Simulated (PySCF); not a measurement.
## Sc⁺: excitation energy

Sc⁺ [Ar] 3d1 4s1 (3D) → Sc⁺ [Ar] 3d2 (3F), as a difference of total energies. Calculation: PySCF 2.14, in x2c-TZVPPall (6s5p4d2f1g, 64 functions); the spin-free X2C one-electron Hamiltonian (Gaussian nucleus). Correlated levels: valence: [Ar] frozen; valence and next inner shell: [Ne] frozen. The calculations carry no spin-orbit coupling.

**Question.** Order these methods by the excitation energy they give, lowest first.
A. SCS-MP2 (valence and next inner shell)
B. MP2 (valence)
C. LDA
D. B97-3

**Answer.** D (2148.0 cm⁻¹), C (2668.5 cm⁻¹), B (7023.8 cm⁻¹), A (7605.4 cm⁻¹).

Errors of the correlated levels include the incompleteness of this basis and the frozen core.

For comparison: 4803.5 cm⁻¹ (measured; NIST levels, between the centres of gravity of the two terms).
